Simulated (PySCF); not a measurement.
C5H6O2, SMILES C=C=CCC(=O)O.

The structure is a stationary point at TPSSh-D3(BJ)/def2-SVP. The values are those of a single conformer.

These are PySCF with PBE/def2-TZVP values and carry that method's errors.

Isolated molecule, no solvent.

```
Property                                                                                                        Result
---------------------------------------------------------------------------------------------  -----------------------
total energy                                                                                        -344.27817 hartree
highest occupied level                                                                                        -6.29 eV
lowest empty level                                                                                            -1.19 eV
orbital gap                                                                                                    5.10 eV
dipole moment                                                                                                0.337 e·Å
quadrupole, principal values (traceless, Buckingham form, about the centre of nuclear charge)    -9.10, 0.37, 8.73 D·Å
mean static polarisability                                                                       71.4 bohr³ (10.57 Å³)
polarisability, principal values                                                               48.9, 57.5, 107.7 bohr³
```
